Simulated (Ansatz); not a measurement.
Abridged output of a molecular run in Ansatz:

```
Functional definition: HF
1667 factors; integrals over basis functions are off by at most 1.0e-3 eV
mean field evaluation 1: about -18938.8920 eV, gradient 3.5e1 eV
mean field evaluation 2: about -18939.2180 eV, gradient 3.5e1 eV
mean field evaluation 4: about -18943.2023 eV, gradient 4.6e0 eV
mean field evaluation 8: about -18943.2905 eV, gradient 3.0e-1 eV
mean field -18943.29086937 eV, -696.1530992255 hartree, gradient 4.7e-6 eV, S^2 0.000000; 0 other end points of the search recorded, 0 dependent functions left out
13 core orbitals not correlated: weight in the atoms' cores, before any rotation towards them, 1.000 or more for the frozen orbitals, at most 0.000 for the correlated occupied ones
reference -18943.29086937 eV, -696.1530992255 hartree; 14, 14 occupied and 262, 262 virtual orbitals, 1667 factors
second order -19.96547612 eV of doubles, -0.00000000 eV of singles
cycle   1  -20.82889790 eV  change   -8.6e-1 eV  update   1.1e-1
cycle   2  -21.45404914 eV  change   -6.3e-1 eV  update   3.3e-2
cycle   3  -21.55076037 eV  change   -9.7e-2 eV  update   1.4e-2
cycle   4  -21.54463716 eV  change    6.1e-3 eV  update   4.1e-3
cycle   5  -21.54499123 eV  change   -3.5e-4 eV  update   1.6e-3
cycle   6  -21.54485756 eV  change    1.3e-4 eV  update   4.8e-4
cycle   7  -21.54476946 eV  change    8.8e-5 eV  update   1.6e-4
cycle   8  -21.54482380 eV  change   -5.4e-5 eV  update   5.6e-5
cycle   9  -21.54482910 eV  change   -5.3e-6 eV  update   1.7e-5
perturbative correction -0.98288761 eV, -0.0361204535 hartree
Total energy: -18965.81858608 eV, -696.9809775449 hartree
```

Its atoms:

Z-matrix (Å, degrees):
```
C
C 1 1.490
H 1 1.093 2 112.0
H 1 1.095 2 110.7 3 121.2
H 1 1.095 2 110.7 3 -121.2
C 2 1.352 1 125.8 3 0.1
Si 2 1.891 1 130.4 3 -179.9
Si 6 1.873 2 106.2 1 -180.0
H 6 1.091 2 122.2 1 0.0
H 7 1.491 2 114.7 1 -62.6
H 7 1.491 2 114.7 1 62.5
H 8 1.490 6 115.6 2 -116.5
H 8 1.490 6 115.5 2 116.5
```

Task: Which basis set was used?
A. def2-QZVPP
B. cc-pV(D+d)Z
C. def2-TZVPP
D. def2-TZVPPD

Result: C. It gives 289 functions.

Task: Write the keys of the input that set method, charge and spin (a neutral closed shell needs none for the last two).

Result: 
```yaml
correlation: {method: ccsd_t}
```
